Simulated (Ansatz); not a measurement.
Correlation energies of `S[SiH2][CH2][GaH2]` by basis set

```xyz
11

S    -0.5132    2.4910   -1.5862
Si   -0.0997    0.4508   -1.0745
C     0.0653    0.1417    0.7497
Ga    0.6264   -1.6972    1.1888
H    -1.6913    2.5284   -0.9406
H     1.1767    0.1755   -1.7852
H    -1.1556   -0.4363   -1.6337
H    -0.9047    0.3366    1.2182
H     0.7991    0.8477    1.1495
H    -0.4591   -2.8106    1.4054
H     2.1562   -2.0276    1.3086
```

Total charge 0; spin multiplicity 1. Correlated methods include outer-core shells of Ga, which these sets cover unevenly. Scalar relativity is left out up to krypton. Geometry: relaxed with PBE0-D4/def2-TZVP. It is one conformer, not always the lowest. Frozen core, restricted reference, the Gaussian-basis code of Ansatz.

| basis | HF (Eh) | MP2 corr. |
| --- | --- | --- |
| def2-SVP | -2651.18026 | -0.59299 |
| def2-TZVPP | -2651.71640 | -0.71509 |
| def2-QZVPP | -2651.77926 | -0.99897 |

Problem. Estimate the CCSD correlation energy and the (T) correction in each basis where they were run (hartree).

Solution. 
```json
{"basis": "def2-SVP", "CCSD corr.": "-0.64029", "(T)": "-0.01960"}
{"basis": "def2-TZVPP", "CCSD corr.": "-0.76510", "(T)": "-0.03157"}
```
